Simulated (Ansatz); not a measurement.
Gas-phase electronic energies from Ansatz, PBE0-D4/def2-TZVP geometries. CCSD(T)/CBS adds triple-zeta CCSD(T) − MP2 to the extrapolated MP2 energy (def2 sets, frozen cores). Functionals use def2-TZVPP. B3LYP here is the variant with VWN-RPA as its local correlation; programs differ in this. One conformer a species, not always the lowest.

Reaction (substitution at a C–S bond): `[SiH3]SCS` + `[SiH3]CS` → `[SiH3]CSCS` + `[SiH3]S`

`[SiH3]SCS`:

```xyz
10

Si    1.581    0.458    0.225
S     0.097   -0.735    1.199
C    -1.388   -0.193    0.307
S    -1.306   -0.228   -1.493
H     1.070    1.842    0.048
H     2.728    0.444    1.167
H     2.020   -0.085   -1.082
H    -2.202   -0.821    0.669
H    -1.617    0.843    0.563
H    -0.983   -1.527   -1.603
```

`[SiH3]CS`:

```xyz
9

Si    0.927    0.468   -0.298
C    -0.627   -0.587   -0.309
S    -1.819   -0.024    0.935
H     0.585    1.871   -0.640
H     1.923   -0.053   -1.274
H     1.524    0.426    1.064
H    -1.135   -0.472   -1.270
H    -0.408   -1.649   -0.184
H    -0.971    0.019    1.976
```

`[SiH3]CSCS`:

Z-matrix (Å, degrees):
```
Si
C 1 1.881
H 1 1.490 2 111.1
H 1 1.487 2 110.2 3 120.0
H 1 1.484 2 108.9 3 -120.4
S 2 1.815 1 111.2 3 -174.4
H 2 1.093 1 109.4 3 69.1
H 2 1.093 1 113.5 3 -49.7
C 6 1.803 2 99.8 1 79.9
S 9 1.797 6 110.7 2 -171.8
H 9 1.092 6 110.3 2 71.8
H 9 1.090 6 110.6 2 -48.6
H 10 1.343 9 96.2 6 64.7
```

`[SiH3]S`:

Z-matrix (Å, degrees):
```
Si
S 1 2.137
H 1 1.485 2 111.6
H 1 1.485 2 111.6 3 -122.0
H 1 1.482 2 104.8 3 119.0
H 2 1.344 1 94.7 3 60.9
```

Q: Is it downhill or uphill in electronic energy at CCSD(T)/CBS, and by how much? (An estimate is asked.)

A: Ansatz gave: Downhill: ΔE = -0.05 eV.

Q: What do these levels give: BLYP-D4, B97M-V, B3LYP-D4, ωB97X-V, HF/def2-SVP, MP2/CBS(def2)? (Best estimate.)

A: Ansatz gave: BLYP-D4 -0.02, B97M-V -0.05, B3LYP-D4 -0.03, ωB97X-V -0.04, HF/def2-SVP -0.03, MP2/CBS(def2) -0.05 eV.

Q: What do rigid-rotor, harmonic-oscillator terms from PBE0-D4/def2-TZVP frequencies (298.15 K, 1 bar) make of the CCSD(T)/CBS value? (Estimate.)

A: Ansatz gave: ΔZPE = -0.02 eV, ΔH = -0.06 eV, ΔS = 4 J/(mol·K), ΔG = -0.07 eV. Modes under 50 cm⁻¹ make the entropy rough.

Largest T1 diagnostic among the species: 0.011.

At CCSD(T), def2-SVP lies +0.04 eV from the extrapolated value and def2-TZVPP −0.00 eV. Leaving LDA and LC-ωPBE aside and taking each functional with its dispersion term where it has one, the values, not all of them listed here, spread over 0.03 eV, from B2PLYP to revPBE-D4.
